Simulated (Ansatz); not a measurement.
Born–Oppenheimer molecular dynamics of C3H6OSi (11 atoms, charge 0, multiplicity 1). It starts at the highest image of a converged band. Of that band: Neighbouring images differ by up to 2.5 eV, so the band resolves the path poorly. A vibrational analysis at the climbing image gives one clearly imaginary mode, 1088i cm⁻¹: a first-order saddle point.

Theory: RKS B3LYP-D4/6-31G in Ansatz 0.2.0.

```yaml
ensemble: NVE (velocity Verlet)
time_step: 0.5 fs
steps_asked: 160
starting_velocities_drawn_for: 300 K
seed: 3981
```

First frame:

```xyz
11
Properties=species:S:1:pos:R:3
C -0.340 -1.695 1.614
C -0.019 -0.560 0.761
C 0.260 0.411 0.052
Si 0.510 2.043 -1.219
O -0.521 1.629 -2.560
H 0.502 -1.962 2.261
H -0.591 -2.578 1.012
H -1.205 -1.482 2.255
H -0.017 1.712 0.315
H 1.955 1.676 -1.497
H -0.469 0.749 -2.975
```

Task: How far do the bonds stretch over the last three quarters of this one trajectory? (Pairs bonded in most of those frames.)

Result: 
```tsv
bond	mean (Å)	spread (Å)	shortest	longest
C1–C2	1.463	0.017	1.43	1.49
C1–H6	1.098	0.029	1.06	1.14
C1–H7	1.097	0.012	1.08	1.12
C1–H8	1.102	0.023	1.06	1.14
C2–C3	1.220	0.009	1.21	1.24
C3–H9	1.083	0.034	1.03	1.16
Si4–O5	1.747	0.018	1.71	1.77
Si4–H10	1.576	0.018	1.54	1.61
O5–H11	0.978	0.024	0.94	1.01
```

Mean temperature of the second half: 1146 K. The conserved energy stayed within 0.21 meV per atom of its start (net change 0.051 meV per atom), so the integration is sound. The kinetic energy rose, since the run started high on the potential surface and went downhill. It ends in pieces (C3H4 + H2OSi), so much of that is their flight and rotation, not heat. A run of 0.08 ps of so small a system gives no equilibrium averages. The orbitals stay closed-shell, which can raise the energy where a bond breaks towards radicals; this wasn't checked here. Limits of this set-up: no polarisation functions.

Run time: 7.5 min on 1 thread of Arm Neoverse V2, on a shared host, peak memory 0.13 GiB.
